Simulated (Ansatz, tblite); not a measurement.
**Ligand exchange: CH2ClI + GeH2Cl2 → CH3I + GeHCl3**

Species: CH2ClI (chloroiodomethane) `ClCI`, singlet; GeH2Cl2 (dichlorogermane) `[Cl][GeH2][Cl]`, singlet; CH3I `CI`, singlet; GeHCl3 `[Cl][GeH]([Cl])[Cl]`, singlet. The partners trade Cl for H: C–Cl and Ge–H bonds give way to C–H and Ge–Cl.

Shapes, held fixed at every level: PBE0-D4/def2-TZVP. Programs: Ansatz 0.2.0, tblite 0.8.0. The zero-point and thermal change to 298 K, harmonic and unscaled (PBE0-D4/def2-TZVP), is +6.5 kJ/mol.

Question: Estimate ΔH(298 K) of this reaction.

Answer: The highest level, CCSD(T)/def2-TZVPP, gives ΔH(298 K) = -144.7 kJ/mol; the levels span -159.9 to -131.9. The column of differences is taken from that level and isn't an error. No measured value is set beside it here. For atoms past krypton def2 sets carry core potentials with scalar relativity. Relativity is left out for Ge. Outer-core shells of Ge, I are correlated, in sets that cover them unevenly.

```json
{"level": "GFN2-xTB", "kind": "semi-empirical", "ΔH(298 K) (kJ/mol)": "-152.0", "less CCSD(T)/def2-TZVPP": "-7.3"}
{"level": "HF/def2-SVP", "kind": "Hartree–Fock", "ΔH(298 K) (kJ/mol)": "-159.9", "less CCSD(T)/def2-TZVPP": "-15.2"}
{"level": "SPW92/def2-TZVPP", "kind": "LDA", "ΔH(298 K) (kJ/mol)": "-131.9", "less CCSD(T)/def2-TZVPP": "+12.8"}
{"level": "r2SCAN0-D4/def2-TZVPP", "kind": "global hybrid", "ΔH(298 K) (kJ/mol)": "-148.6", "less CCSD(T)/def2-TZVPP": "-3.9"}
{"level": "wB97M-V/def2-TZVPP", "kind": "range-separated hybrid", "ΔH(298 K) (kJ/mol)": "-144.7", "less CCSD(T)/def2-TZVPP": "0.0"}
{"level": "wB97X-V/def2-TZVPP", "kind": "range-separated hybrid", "ΔH(298 K) (kJ/mol)": "-142.9", "less CCSD(T)/def2-TZVPP": "+1.8"}
{"level": "MP2/def2-TZVPP", "kind": "perturbation theory", "ΔH(298 K) (kJ/mol)": "-147.8", "less CCSD(T)/def2-TZVPP": "-3.1"}
{"level": "CCSD/def2-SVP", "kind": "coupled cluster or CI", "ΔH(298 K) (kJ/mol)": "-149.7", "less CCSD(T)/def2-TZVPP": "-5.0"}
{"level": "CCSD(T)/def2-TZVPP", "kind": "coupled cluster or CI", "ΔH(298 K) (kJ/mol)": "-144.7", "less CCSD(T)/def2-TZVPP": "0.0"}
```
